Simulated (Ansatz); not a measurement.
`O=CCC(F)(F)F`. The species carries charge 0 and has multiplicity 1. Geometry: relaxed with PBE0-D4/def2-TZVP. It is one conformer, not always the lowest.

```xyz
10

O     0.646   -1.426    1.920
C     0.182   -1.133    0.856
C    -0.221    0.280    0.502
C     0.035    0.621   -0.942
F    -0.655   -0.181   -1.766
F    -0.321    1.879   -1.216
F     1.330    0.491   -1.255
H    -0.004   -1.898    0.077
H    -1.297    0.382    0.677
H     0.303    0.985    1.147
```

Problem. What is the dipole moment at B3LYP/def2-TZVPP? (Estimate.)

Solution. Ansatz gave: 1.49 D, with components (-1.40, 0.50, -0.12) D in this frame, pointing from negative to positive charge.

Problem. And with PBE, r2SCAN, ωB97M-V? (An estimate is asked.)

Solution. The calculation gave: PBE 1.43 D, r2SCAN 1.48 D, ωB97M-V 1.49 D.

Problem. Give the Mulliken charges with B3LYP, r2SCAN, ωB97M-V in def2-TZVPP. (An estimate is asked.)

Solution. The calculation gave: 
| atom | B3LYP | r2SCAN | ωB97M-V |
| --- | --- | --- | --- |
| O1 | -0.23 | -0.27 | -0.25 |
| C2 | 0.08 | 0.13 | 0.08 |
| C3 | -0.09 | -0.02 | -0.13 |
| C4 | 0.49 | 0.48 | 0.44 |
| F5 | -0.18 | -0.18 | -0.17 |
| F6 | -0.17 | -0.17 | -0.16 |
| F7 | -0.18 | -0.17 | -0.16 |
| H8 | 0.09 | 0.06 | 0.10 |
| H9 | 0.10 | 0.07 | 0.12 |
| H10 | 0.11 | 0.07 | 0.12 |

B3LYP here is the variant with VWN-RPA as its local correlation; programs differ in this.
